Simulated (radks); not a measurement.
Values are calculated unless marked as measured or tabulated.
All-electron atom: He II in 1s0.5 2s0.5 (fractional occupations, a model configuration).

Level of theory: scalar-relativistic Kohn-Sham, AM05, spin-polarised, spherical densities, finite nucleus; open shells are filled with parallel spins first; Gaussian nuclear charge, rms radius 1.6755 fm (a radial shooting solver on a logarithmic mesh with Libxc functionals).

Energy parts (Ry):
total: -2.54410
kinetic: 2.52395
electron-nucleus: -5.01859
Hartree: 0.58536
exchange-correlation: -0.63482

Orbitals (lengths in bohr, moments of r in powers of bohr; <r^-3> diverges for s and p1/2):
orbital  occ.  eigenvalue (Ry)  <r^-3>  <r^4>   <1/r>   <r^2>
1s up     0.5         -3.60259       -  1.277   2.066  0.7062
2s up     0.5         -0.67937       -  239.2  0.4433   12.11

The highest occupied level is 2s up at -9.243 eV. Summed over all electrons, <r^2> = 6.410 bohr^2, which gives a Langevin (diamagnetic) susceptibility term of -5.08 x 10^-6 cm^3/mol. The density falls to 0.001 e/bohr^3 at r = 3.47 bohr.
